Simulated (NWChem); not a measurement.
System meant: SiH2S, singlet; SMILES [SiH]S

Here is an NWChem input.

```
start job
memory heap 200 mb stack 900 mb global 1100 mb
geometry units angstroms noautoz
  Si     0.102644     1.169331     0.000000
  H     -1.442525     1.251138     0.000000
  S     -0.063485    -0.972778     0.000000
  H      1.273977    -1.255669     0.000000
end
basis spherical
  Si library def2-svp
  H library def2-svp
  S library def2-svp
end
dft
  odft
  mult 2
  xc pbe0
  iterations 150
  mulliken
end
task dft energy
```

End of the output:

```
 ==============================================================================
                                 internuclear angles
 ------------------------------------------------------------------------------
        center 1       |       center 2       |       center 3       |  degrees
 ------------------------------------------------------------------------------
    2 H                |   1 Si               |   3 S                |    88.60
    1 Si               |   3 S                |   4 H                |    97.51
 ------------------------------------------------------------------------------
                            number of included internuclear angles:          2
 ==============================================================================

 Summary of "ao basis" -> "" (spherical)
 ------------------------------------------------------------------------------
       Tag                 Description            Shells   Functions and Types
 ---------------- ------------------------------  ------  ---------------------
 Si                         def2-svp                 8       18   4s3p1d
 H                          def2-svp                 3        5   2s1p
 S                          def2-svp                 8       18   4s3p1d

                                 NWChem DFT Module
                                 -----------------

 Summary of "ao basis" -> "ao basis" (spherical)
 ------------------------------------------------------------------------------
       Tag                 Description            Shells   Functions and Types
 ---------------- ------------------------------  ------  ---------------------
 Si                         def2-svp                 8       18   4s3p1d
 H                          def2-svp                 3        5   2s1p
 S                          def2-svp                 8       18   4s3p1d

      Symmetry analysis of basis
      --------------------------

        a'         34
        a"         12

  number of electrons :                   32
  multiplicity        :                    2
 ------------------------------------------------------------------------
  no. of electrons and multiplicity not compatible                  32
 ------------------------------------------------------------------------
 ------------------------------------------------------------------------
  current input line :
    21: task dft energy
 ------------------------------------------------------------------------
 ------------------------------------------------------------------------
 There is an error in the input file
 ------------------------------------------------------------------------
 For more information see the NWChem manual at https://nwchemgit.github.io

0: no. of electrons and multiplicity not compatible:Received an Error in Communication
```

### Question
Can this run be used? If not, why, and what is the fix?

### Answer
The program refused the input. Cause: the multiplicity doesn't fit the number of electrons (an even count wants an odd multiplicity, and the reverse). This input runs:
```
start job
memory heap 200 mb stack 900 mb global 1100 mb
geometry units angstroms noautoz
  Si     0.102644     1.169331     0.000000
  H     -1.442525     1.251138     0.000000
  S     -0.063485    -0.972778     0.000000
  H      1.273977    -1.255669     0.000000
end
basis spherical
  * library def2-svp
end
dft
  xc pbe0
  iterations 150
  mulliken
end
task dft energy
```
It converges to -688.38302 Ha (PBE0/def2-SVP).
